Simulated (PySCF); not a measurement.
C₄H₉NSi, SMILES C([SiH2]CN)#CC.

Geometry optimised at PBE0-D3(BJ)/def2-SVP. The structure was generated by enumeration, and PubChem lists no compound with its InChIKey, so it may never have been made. One conformer was computed; it need not be the lowest.

Computed with B3LYP/def2-TZVP in PySCF.

Gas-phase values at a fixed geometry.

```
Property                                                                                                         Result
---------------------------------------------------------------------------------------------  ------------------------
total energy                                                                                         -502.15178 hartree
highest occupied level                                                                                         -6.57 eV
lowest empty level                                                                                             -0.05 eV
orbital gap                                                                                                     6.52 eV
dipole moment                                                                                                    2.27 D
quadrupole, principal values (traceless, Buckingham form, about the centre of nuclear charge)  -10.08, -0.59, 10.67 D·Å
mean static polarisability                                                                        83.5 bohr³ (12.37 Å³)
polarisability, principal values                                                                64.4, 74.6, 111.5 bohr³
```
